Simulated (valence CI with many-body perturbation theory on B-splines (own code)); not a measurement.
## Re44+: electric-dipole lines

Calculated by configuration interaction combined with many-body perturbation theory (CI+MBPT): three valence electrons over a frozen Dirac-Fock core [Ar] 3d10, a basis of 11 s, 11 p, 10 d, 8 f, 5 g, 2 h functions for each j, with the one-electron correlation potential Σ1, the two-electron term Σ2, the three-electron term Σ3, Breit, model QED; selected CI, second order for the rest, scaled by the run's own slope (own B-spline code, finite nucleus).

The last digits are not significant, and no measured levels were compared; by estimate large intervals hold to a few tenths of a per cent, small ones and those within an open d or f shell to about a per cent.

Lines 51 to 100 of 538 in falling wavelength, among levels below 855.95 eV, chosen from the strongest by gf and those to the six lowest levels. Wavelengths and rates use the calculated energies. Electric multipoles are in the length gauge, E1 and E2 with the static RPA response of the core. Weak lines are less certain than strong ones. Lines between different terms over intervals too small for the method are left out, as are lines whose strength nearly cancels. Where a level lies close to another of its J and parity, the split of strength between their lines is uncertain. The highest levels of a list are the least certain.

Levels are named by their leading jj configuration (3d3/2^4 stands for four electrons in 3d with j = 3/2), which in mixed levels can hold well under half, so a name can repeat and another be missing. Letters in brackets count levels of one name in rising energy.

```tsv
λ vac (nm)	Upper	Lower	A (s⁻¹)	log gf	Branch %
7.330	(4s 4d5/2 4f7/2) J=11/2 [a]	(4s 4p3/2 4f7/2) J=9/2 [b]	6.49e+10	-0.20	17.3
7.297	(4s 4p1/2 4d3/2) J=3/2 [b]	(4s 4p1/2 4p3/2) J=5/2	1.50e+09	-2.32	0.1
7.182	(4s 4d5/2 4f7/2) J=11/2 [b]	(4s 4d5/2^2) J=9/2 [b]	1.75e+11	0.21	28.5
7.164	(4s 4p3/2 4f7/2) J=9/2 [b]	(4s 4p3/2 4d5/2) J=7/2 [b]	6.18e+10	-0.32	9.1
7.135	(4s 4p1/2 4f7/2) J=7/2 [b]	(4s 4p1/2 4d5/2) J=5/2 [b]	7.00e+10	-0.37	22.1
7.082	(4p1/2 4p3/2 4d5/2) J=5/2 [a]	(4p1/2 4p3/2^2) J=5/2	9.09e+10	-0.39	13.6
7.055	(4s 4p1/2 4f7/2) J=5/2	(4s 4p1/2 4d5/2) J=3/2	1.41e+11	-0.20	34.4
7.035	(4s 4d5/2 4f5/2) J=11/2	(4s 4d5/2^2) J=9/2 [a]	1.31e+11	0.07	23.0
7.034	(4s 4p3/2 4f7/2) J=5/2 [a]	(4s 4p3/2 4d5/2) J=3/2 [a]	6.88e+10	-0.51	15.8
7.016	(4s 4d3/2 4f7/2) J=7/2 [a]	(4s 4d3/2 4d5/2) J=5/2 [a]	8.78e+10	-0.29	7.9
7.014	(4s 4p3/2 4f7/2) J=7/2 [c]	(4s 4p3/2 4d5/2) J=5/2 [b]	2.16e+11	0.11	19.9
7.012	(4s 4d5/2 4f7/2) J=5/2	(4s 4d5/2^2) J=5/2	1.07e+11	-0.33	16.9
7.006	(4p1/2 4p3/2 4f7/2) J=9/2 [a]	(4p1/2 4p3/2 4d5/2) J=9/2	5.57e+10	-0.39	13.2
6.994	(4s 4p1/2 4d5/2) J=5/2 [b]	(4s 4p1/2 4p3/2) J=3/2 [b]	1.17e+11	-0.29	41.2
6.992	(4s 4p1/2 4d3/2) J=1/2	(4s 4p1/2 4p3/2) J=3/2 [a]	9.21e+09	-1.87	0.7
6.990	(4s 4p1/2 4f7/2) J=7/2 [a]	(4s 4p1/2 4d5/2) J=5/2 [a]	1.24e+11	-0.14	71.5
6.989	(4s 4d5/2^2) J=3/2	(4s 4p3/2 4d5/2) J=3/2 [b]	1.05e+11	-0.51	11.7
6.980	(4s 4d3/2 4f7/2) J=5/2 [a]	(4s 4d3/2 4d5/2) J=3/2 [a]	9.32e+10	-0.39	7.7
6.978	(4p1/2 4p3/2 4f7/2) J=7/2 [a]	(4p1/2 4p3/2 4d5/2) J=7/2 [a]	9.85e+10	-0.24	19.8
6.977	(4s 4p1/2 4d5/2) J=3/2	(4s 4p1/2 4p3/2) J=3/2 [b]	3.65e+10	-0.97	8.5
6.976	(4s 4p3/2 4f7/2) J=5/2 [b]	(4s 4p3/2 4d5/2) J=3/2 [b]	1.23e+11	-0.27	12.4
6.962	(4s 4d3/2 4f7/2) J=5/2 [b]	(4s 4d3/2 4d5/2) J=3/2 [b]	7.39e+10	-0.49	5.4
6.951	(4s 4d5/2 4f7/2) J=11/2 [b]	(4s 4p3/2 4f7/2) J=9/2 [b]	9.00e+10	-0.11	14.7
6.946	(4s 4p1/2 4d3/2) J=3/2 [b]	(4s 4p1/2 4p3/2) J=3/2 [a]	2.01e+10	-1.24	1.4
6.942	(4p1/2 4p3/2 4f7/2) J=7/2 [b]	(4p1/2 4p3/2 4d5/2) J=5/2 [a]	7.67e+10	-0.35	10.3
6.941	(4s 4p1/2 4d5/2) J=5/2 [a]	(4s 4p1/2 4p3/2) J=5/2	6.60e+09	-1.54	1.9
6.940	(4s 4p3/2 4d5/2) J=5/2 [a]	(4s 4p3/2^2) J=5/2	1.11e+11	-0.32	24.5
6.939	(4p1/2^2 4f7/2) J=7/2	(4p1/2^2 4d5/2) J=5/2	1.61e+11	-0.03	55.0
6.937	(4s 4d3/2 4f7/2) J=11/2	(4s 4d3/2 4d5/2) J=9/2	1.13e+11	-0.01	14.0
6.934	(4s 4d5/2^2) J=9/2 [b]	(4s 4p3/2 4d5/2) J=7/2 [b]	9.77e+10	-0.15	10.8
6.932	(4s 4p1/2 4f7/2) J=9/2	(4s 4p1/2 4d5/2) J=7/2	1.20e+11	-0.07	84.6
6.929	(4s 4d3/2 4f7/2) J=9/2 [b]	(4s 4d3/2 4d5/2) J=7/2 [b]	8.97e+10	-0.19	10.0
6.917	(4s 4d5/2 4f7/2) J=13/2	(4s 4p3/2 4f7/2) J=11/2	3.36e+11	0.53	100.0
6.912	(4s 4d5/2 4f5/2) J=11/2	(4s 4p3/2 4f7/2) J=11/2	4.22e+10	-0.44	7.4
6.910	(4p1/2 4p3/2 4f7/2) J=5/2 [b]	(4p1/2 4p3/2 4d5/2) J=3/2 [b]	2.97e+11	0.11	40.9
6.902	(4s 4d5/2 4f5/2) J=9/2	(4s 4p3/2 4f5/2) J=7/2 [a]	1.22e+11	-0.06	17.3
6.899	(4s 4d5/2 4f5/2) J=7/2 [a]	(4s 4p3/2 4f5/2) J=5/2 [a]	1.58e+11	-0.05	16.4
6.895	(4s 4d3/2 4f7/2) J=9/2 [a]	(4s 4d3/2 4d5/2) J=7/2 [a]	1.21e+11	-0.06	11.4
6.893	(4p1/2 4p3/2 4f7/2) J=3/2	(4p1/2 4p3/2 4d5/2) J=1/2	3.55e+11	0.00	44.2
6.889	(4p1/2 4d3/2 4d5/2) J=5/2 [a]	(4p1/2 4p3/2 4d3/2) J=5/2 [a]	7.33e+10	-0.50	19.9
6.880	(4s 4d5/2 4f7/2) J=7/2 [a]	(4s 4p3/2 4f7/2) J=5/2 [a]	1.15e+11	-0.19	12.2
6.876	(4s 4p3/2 4f7/2) J=5/2 [a]	(4s 4p3/2 4d5/2) J=5/2 [a]	1.25e+11	-0.28	28.7
6.874	(4s 4d5/2 4f7/2) J=7/2 [b]	(4s 4p3/2 4f7/2) J=7/2 [b]	5.65e+10	-0.49	9.1
6.873	(4p3/2 4d3/2 4d5/2) J=9/2 [a]	(4s 4p3/2 4f5/2) J=7/2 [b]	1.86e+11	0.12	14.0
6.869	(4s 4d3/2 4d5/2) J=7/2 [a]	(4s 4p3/2 4d3/2) J=5/2 [a]	7.62e+10	-0.37	8.0
6.865	(4p1/2 4p3/2 4f7/2) J=3/2	(4p1/2 4p3/2 4d5/2) J=3/2 [b]	1.06e+11	-0.52	13.3
6.864	(4p1/2 4p3/2 4f7/2) J=5/2 [a]	(4p1/2 4p3/2 4d5/2) J=3/2 [a]	2.13e+11	-0.04	25.4
6.862	(4p1/2 4d3/2 4d5/2) J=3/2 [a]	(4p1/2 4p3/2 4d3/2) J=3/2 [a]	1.12e+11	-0.50	23.7
6.852	(4p1/2 4p3/2 4f5/2) J=7/2 [b]	(4p1/2 4p3/2 4d5/2) J=5/2 [a]	8.13e+10	-0.34	8.1
6.846	(4p1/2 4p3/2 4f7/2) J=5/2 [b]	(4p1/2 4p3/2 4d5/2) J=7/2 [b]	8.26e+10	-0.46	11.4
```

(1) How does gf follow from A for the line at 6.865 nm?

Results:

(1) gf = 1.4992 × (2J+1)_upper × A / σ², with σ = 1456725 cm⁻¹ and 2J+1 = 4: gf = 0.300.
